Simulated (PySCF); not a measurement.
Cl$_{5}$Ta (SMILES [Cl][Ta]([Cl])([Cl])([Cl])[Cl]), singlet, at a GFN2-xTB geometry (such geometries of metal compounds can be far from the true shape) (core potentials on Ta). Base run: PySCF with DF-BLYP/def2-SVP.

Here is a job for PySCF.
```python
from pyscf import gto, scf, dft

mol = gto.M(
    atom='''
Ta   -0.00000000    0.00000000    0.00000000
Cl    1.59861123   -0.60586928    1.55347509
Cl   -1.59861123    0.60586928   -1.55347509
Cl    0.28032479    2.17020709    0.55793071
Cl    1.25052377   -0.91398127   -1.64331859
Cl   -1.53084855   -1.25622582    1.08538789
''',
    basis='def2-svp',
    ecp={'Ta': 'def2-svp'},
    verbose=4,
    symmetry=True,
)

mf = dft.RKS(mol)
mf.xc = 'blyp'
mf = mf.density_fit(auxbasis='def2-universal-jkfit')
mf.kernel()
mf.analyze()
```

Variants of this job, named by their change:

```
change                                 ΔE vs base (mEh)  point group used  SCF cycles        outcome
-------------------------------------  ----------------  ----------------  ----------  -------------
base                                              0.000               C2v          10      converged
symmetry = off                                    0.000                C1          10      converged
irrep_nelec = A1:42 A2:10 B1:22 B2:24             377.5               C2v          21      converged
irrep_nelec = A1:40 A2:8 B1:26 B2:24              447.2               C2v          15      converged
irrep_nelec = A1:42 A2:6 B1:26 B2:24              440.4               C2v          12      converged
symmetry_subgroup = C2                            0.000                C2          10      converged
symmetry_subgroup = Cs                            0.000                Cs          10      converged
irrep_nelec = A1:42 A2:8 B1:22 B2:26                  -                 -          50  not converged
```
